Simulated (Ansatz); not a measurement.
The cluster Hg3. Charge 0, multiplicity 1. Geometry r2SCAN/def2-TZVP, basis def2-TZVP, Ansatz.

```
atom   x (Å)   y (Å)   z (Å)
 Hg1  -1.902   0.262  -0.029
 Hg2   1.090   0.975   1.245
 Hg3   0.812  -1.236  -1.215
```

| run | HOMO (eV) | LUMO (eV) |
| --- | --- | --- |
| A | -6.46 | -1.75 |
| B | -6.92 | -1.40 |
| C | -6.04 | -2.11 |
| D | -8.06 | -0.74 |
| E | -6.26 | -1.98 |

In the def2 sets Hg takes a core potential; there is no spin–orbit coupling. The structure comes from a short search, and lower isomers may exist.

Q: The runs used B97M-V, CAM-B3LYP, PBE, PBE0, r2SCAN. Estimate which is which.

A: A r2SCAN (0 % exact exchange); B PBE0 (25 % exact exchange); C B97M-V (0 % exact exchange); D CAM-B3LYP (range-separated); E PBE (0 % exact exchange). Exact exchange lowers occupied and raises empty levels; among semilocal functionals meta-GGAs tend to open the gap a little, and such runs are hard to tell apart. The gap grows from 3.93 eV (B97M-V) to 7.32 eV (CAM-B3LYP).
